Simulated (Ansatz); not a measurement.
Basis-set series for C$_{7}$H$_{17}$P, SMILES `CC(C)P(C)C(C)C`. Total charge 0; spin multiplicity 1. Geometry: relaxed with PBE0-D4/def2-TZVP. It is one conformer, not always the lowest.

```xyz
25

C    -0.398   -1.867    0.967
C    -1.076   -0.596    0.474
C    -2.373   -0.360    1.237
P     0.035    0.881    0.689
C    -0.941    2.144   -0.230
C     1.413    0.618   -0.546
C     2.605   -0.083    0.095
C     1.022   -0.031   -1.865
H    -0.063   -1.755    2.002
H     0.470   -2.136    0.364
H    -1.097   -2.709    0.932
H    -1.312   -0.705   -0.592
H    -3.021   -1.239    1.166
H    -2.174   -0.178    2.298
H    -2.933    0.494    0.850
H    -0.316    3.027   -0.383
H    -1.799    2.455    0.368
H    -1.300    1.794   -1.202
H     1.720    1.651   -0.754
H     2.904    0.411    1.021
H     3.462   -0.082   -0.586
H     2.383   -1.125    0.335
H     0.183    0.478   -2.345
H     0.743   -1.079   -1.728
H     1.863   -0.009   -2.566
```

```json
{"functional": "PBE0-D4", "basis": "def2-SVP", "functions": "201", "energy (Eh)": "-617.58313", "HOMO (eV)": "-6.08", "LUMO (eV)": "1.53"}
{"functional": "PBE0-D4", "basis": "def2-TZVPP", "functions": "497", "energy (Eh)": "-618.00118", "HOMO (eV)": "-6.15", "LUMO (eV)": "1.04"}
{"functional": "ωB97M-V", "basis": "def2-SVP", "functions": "201", "energy (Eh)": "-617.82718", "HOMO (eV)": "-8.25", "LUMO (eV)": "3.23"}
{"functional": "ωB97M-V", "basis": "def2-TZVPP", "functions": "497", "energy (Eh)": "-618.26701", "HOMO (eV)": "-8.33", "LUMO (eV)": "2.53"}
```

(1) Give the rows for def2-QZVPP. (Estimate.)

Results:

(1) Computed: 
```json
{"functional": "PBE0-D4", "basis": "def2-QZVPP", "functions": "979", "energy (Eh)": "-618.02801", "HOMO (eV)": "-6.17", "LUMO (eV)": "0.62"}
{"functional": "ωB97M-V", "basis": "def2-QZVPP", "functions": "979", "energy (Eh)": "-618.29312", "HOMO (eV)": "-8.34", "LUMO (eV)": "1.77"}
```

Positive LUMOs are unbound and depend on the basis.
